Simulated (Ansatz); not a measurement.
Consider the atomization: `FC1=C(F)C(F)(F)C(F)(F)C1F` → 5 C• + 7 F• + H•.

Computed with Ansatz on PBE0-D4/def2-TZVP structures; ΔE is electronic, products minus reactants. CBS: MP2 limit from def2 TZ/QZ plus the TZ coupled-cluster correction, frozen cores. This one scheme is used for every species, atoms too. For atomizations the MP2-based limit and the directly extrapolated one differ by several kJ/mol either way, and by 10 to 25 for some Ge, Se and Sn compounds, so smaller differences from it don't rank the levels. DFT in def2-TZVPP. No spin–orbit coupling; open shells (•) take unrestricted orbitals. Spin–orbit coupling would lower the free atoms: a little for C, F.

`FC1=C(F)C(F)(F)C(F)(F)C1F`:

```xyz
13

F     2.444    0.226   -1.017
C     1.270    0.117   -0.440
C     1.038    0.120    0.867
F     1.925    0.216    1.829
C    -0.401   -0.091    1.183
F    -0.888    0.827    2.032
F    -0.610   -1.300    1.744
C    -1.087   -0.011   -0.222
F    -1.741    1.148   -0.334
F    -1.966   -1.011   -0.382
C     0.052   -0.081   -1.268
F    -0.076    0.892   -2.217
H     0.040   -1.051   -1.775
```

(1) What is ΔE at CCSD(T)/CBS? (Best estimate.)

(2) What do these levels give: LDA (SPW92), revPBE-D4, r2SCAN-D4, PBE0-D4, ωB97M-V, revPBE, LC-ωPBE, HF/def2-SVP, CCSD/def2-SVP, SCS-MP2/def2-TZVPP, CCSD(T)/def2-TZVPP, MP2/def2-QZVPP? (Estimate.)

(3) What do rigid-rotor, harmonic-oscillator terms from PBE0-D4/def2-TZVP frequencies (298.15 K, 1 bar) make of the CCSD(T)/CBS value? (Best estimate.)

Largest T1 diagnostic among the species: 0.013.

## Answers

(1) Ansatz gave: +1378.4 kcal/mol.

(2) Computed: LDA (SPW92) 1710.8, revPBE-D4 1406.0, r2SCAN-D4 1399.7, PBE0-D4 1406.1, ωB97M-V 1391.7, revPBE 1378.0, LC-ωPBE 1405.9, HF/def2-SVP 945.7, CCSD/def2-SVP 1291.5, SCS-MP2/def2-TZVPP 1364.7, CCSD(T)/def2-TZVPP 1338.0, MP2/def2-QZVPP 1434.4 kcal/mol.

(3) The calculation gave: ΔZPE = -39.2 kcal/mol, ΔH = +1351.7 kcal/mol, ΔS = 1610 J/(mol·K), ΔG = +1237.0 kcal/mol. Open shells count their whole term as degenerate. Modes under 50 cm⁻¹ make the entropy rough.

The D4 term adds +13.4 kcal/mol with B3LYP and +7.1 kcal/mol with PBE0; it sums over pairs of atoms, weighted by their polarisabilities, and B3LYP, whose exchange is more repulsive, gets the larger term. From PBE to PBE0 (25 % exact exchange), in def2-TZVPP and without D4, ΔE moves by −60.7 kcal/mol: exact exchange takes away binding that semilocal exchange gives to molecules.

B3LYP here is the variant with VWN-RPA as its local correlation; programs differ in this.
